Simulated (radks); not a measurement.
Excited configurations of F I: one electron is placed in a higher orbital outside [He] 2s2 2p4. The ground configuration is [He] 2s2 2p5. Method: Dirac Kohn-Sham, PBE, spin-unpolarised, spherical densities, finite nucleus; open shells fill j = l - 1/2 first; Fermi nuclear charge, rms radius 2.8976 fm; computed with a radial shooting solver on a logarithmic mesh with Libxc functionals. Excitation = E - E(ground); binding = E(ion) - E, where the ion is the core of charge +1; n* = 1/sqrt(2 binding) in atomic units, and the quantum defect is n - n*.

outer orbital  excitation (eV)  binding (eV)     n*  quantum defect  eigenvalue (eV)  <r> (bohr)
3s1/2                   14.722         4.640  1.712           1.288           -2.505       4.574
4p1/2                   17.839         1.522  2.989           1.011           -0.878       13.25
4f5/2                   18.455         0.906  3.875           0.125           -0.437       17.55
5s1/2                   18.228         1.134  3.464           1.536           -0.715       19.22
6s1/2                   18.636         0.725  4.331           1.669           -0.476       30.63
6d3/2                   18.895         0.467  5.399           0.601           -0.305       45.64
6f5/2                   18.914         0.448  5.514           0.486           -0.284       44.81
7p1/2                   18.921         0.441  5.557           1.443           -0.297       50.72

The Delta-SCF ionisation energy is 19.362 eV (NIST Atomic Spectra Database: 17.423 eV, measured). Self-interaction in the functional shifts the binding energies and quantum defects, so they are the method's values and not measured ones. Spin polarisation and multiplet splitting are left out, so open shells lie too high by an amount that depends on their filling.

Beside tabulated values, note that spin-unpolarised runs miss the spin-polarisation part of the exchange energy of open shells.
